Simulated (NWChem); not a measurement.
All runs are NWChem calculations. System: hydrogen iodide (HI), charge 0, spin multiplicity 1, at a geometry optimised with PBE/def2-SVP with def2 effective core potentials on I. Level: HF/def2-SVPD with def2 effective core potentials on I.

Job file:

```
start mol
memory heap 200 mb stack 900 mb global 1100 mb
geometry units angstroms nocenter noautoz
  I      0.000000     0.000000     0.030237
  H      0.000000     0.000000    -1.602562
  symmetry group C2v
end
basis spherical
  * library def2-svpd
end
ecp
  I library def2-ecp
end
dft
  xc hfexch
  semidirect memsize 60000000 filesize 0
  iterations 100
end
property
  dipole
  response 1 0.0773
end
task dft property
```

NWChem printed:

```
             Northwest Computational Chemistry Package (NWChem) 7.3.0
             --------------------------------------------------------

                                NWChem Input Module
                                -------------------

 Scaling coordinates for geometry "geometry" by  1.889725989
 (inverse scale =  0.529177249)

 Turning off AUTOSYM since
 SYMMETRY directive was detected!

                             Geometry "geometry" -> ""
                             -------------------------

 Output coordinates in angstroms (scale by  1.889725989 to convert to a.u.)

  No.       Tag          Charge          X              Y              Z
 ---- ---------------- ---------- -------------- -------------- --------------
    1 I                   53.0000     0.00000000     0.00000000     0.03023700
    2 H                    1.0000     0.00000000     0.00000000    -1.60256200

 Effective nuclear repulsion energy (a.u.)      17.1768810472

            Nuclear Dipole moment (a.u.)
            ----------------------------
        X                 Y               Z
 ---------------- ---------------- ----------------
     0.0000000000     0.0000000000    -0.0000018897

      Symmetry information
      --------------------

 Group name             C2v
 Group number             16
 Group order               4
 No. of unique centers     2

      Symmetry unique atoms

     1    2


 Summary of "ao basis" -> "" (spherical)
 ------------------------------------------------------------------------------
       Tag                 Description            Shells   Functions and Types
 ---------------- ------------------------------  ------  ---------------------
 *                         def2-svpd                  on all atoms

                                 NWChem DFT Module
                                 -----------------

 Summary of "ao basis" -> "ao basis" (spherical)
 ------------------------------------------------------------------------------
       Tag                 Description            Shells   Functions and Types
 ---------------- ------------------------------  ------  ---------------------
[...]
     2   0 2 0    -21.714140    -10.857070    -10.857070      0.000000
     2   0 1 1      0.000000      0.000000      0.000000      0.000000
     2   0 0 2    -17.904350    -13.578599    -13.578599      9.252849

 *** CALLING NEW AORESP DRIVER FOR CLOSED AND OPEN SHELLS ***
 Entering AOResponse driver routine

--------------------------------------------------------------------------------

          ****************
          *** RESPONSE ***
          ****************

 Response module for NWChem and dynamic CPKS solver

          -----------------------------------------------
          Solving response equations for perturbing field
          -----------------------------------------------

 number of frequencies:     1
 frequency in a.u.:  0.7730000E-01
 Perturbing field: electric
 Using El. Dipole Length Gauge

 Setting up CPKS with frequency omega =      0.07730000 a.u.

                            NWChem Dynamic CPHF Module
                            --------------------------

    scftype = RHF
    nclosed =   13
      nopen =    0
  variables =      780
  num. vecs =        3
  tolerance =   1.0D-04
  max. iter =   50

 SCF residual:    7.7516891341063344E-006

Iterative solution of linear equations
  No. of variables      780
  No. of equations        3
  Maximum subspace       30
       Convergence  1.0D-04

 ga_lkain filestub:cphf_sol
 ga_lkain filesoln:./mol.cphf_sol

   iter   nsub   residual    time
   ----  ------  --------  ---------
     1      3    1.57D+00       1.9
     2      6    7.15D-01       2.8
     3      9    7.82D-02       3.9
     4     12    2.71D-02       5.0
     5     15    5.92D-03       6.2
     6     18    1.18D-03       7.2
     7     21    2.61D-04       7.9
     8     24    4.23D-05       8.8

 Electric Dipole Response Matrix (nonzero elements):

              1        2        3
    1   35.5432  -0.0000  -0.0000
    2   -0.0000  35.5432  -0.0000
    3   -0.0000  -0.0000  38.4227

 ------------------------------------------
 average:        36.50301 + I       0.00000

 DFT Linear Response polarizability / au
 Frequency  =       0.0773000 / au
 Wavelength =     589.4353558 / nm
              X              Y              Z
 -----------------------------------------------
 X      35.5431704     -0.0000000     -0.0000000
 Y      -0.0000000     35.5431704     -0.0000000
 Z      -0.0000000     -0.0000000     38.4226780
 -----------------------------------------------
 Eigenvalues =      35.5431704     35.5431704     38.4226780
 Isotropic   =      36.5030063
 Anisotropic =       2.8795077
 -----------------------------------------------

 Magnetic Dipole Response Matrix (nonzero elements):
 Optical rotation tensor Beta

              1        2        3
    1   -0.0000  -1.9482  -0.0000
    2    1.9482  -0.0000  -0.0000
    3    0.0000  -0.0000  -0.0000

 ------------------------------------------
 average:        -0.00000 + I       0.00000

 Exiting AOResponse driver routine

          -------------
          Dipole Moment
          -------------

 Center of charge (in au) is the expansion point
         X =       0.0000000 Y =       0.0000000 Z =      -0.0615351

   Dipole moment        0.2173967217 A.U.
             DMX        0.0000000000 DMXEFC        0.0000000000
             DMY       -0.0000000000 DMYEFC        0.0000000000
             DMZ       -0.2173967217 DMZEFC        0.0000000000
   -EFC- dipole         0.0000000000 A.U.
   Total dipole         0.2173967217 A.U.

   Dipole moment        0.5525715261 Debye(s)
             DMX        0.0000000000 DMXEFC        0.0000000000
             DMY       -0.0000000000 DMYEFC        0.0000000000
             DMZ       -0.5525715261 DMZEFC        0.0000000000
   -EFC- dipole         0.0000000000 DEBYE(S)
   Total dipole         0.5525715261 DEBYE(S)

 1 a.u. = 2.541766 Debyes

 Task  times  cpu:        8.8s     wall:        8.8s

 Total times  cpu:        8.9s     wall:        8.9s
```
